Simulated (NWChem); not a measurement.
# C₃H₆O; SMILES OC1CC1

```xyz
10

O     -0.0669    -1.4545    -0.1944
C     -0.0027    -0.2424     0.4729
C     -0.7660     0.8842    -0.1290
C      0.7403     0.9067    -0.1442
H      0.7781    -1.9008    -0.0750
H      0.0034    -0.3095     1.5708
H     -1.3031     1.5706     0.5306
H     -1.2690     0.6633    -1.0739
H      1.2279     0.7136    -1.1038
H      1.2688     1.6079     0.5078
```
Atoms are numbered in this order, from 1.

Results from NWChem. Medium grid unless said otherwise, to which SCAN and Minnesota functionals are sensitive. All runs use the structure optimised with PBE0/def2-SVP.

Question: Order these by “orbital gap (eV)”, lowest first: PBE/def2-SVP; r2SCAN/def2-SVP; B3LYP/def2-SVP; CAM-B3LYP/def2-SVP.

Answer: PBE/def2-SVP (6.74), r2SCAN/def2-SVP (7.87), B3LYP/def2-SVP (8.62), CAM-B3LYP/def2-SVP (11.58)
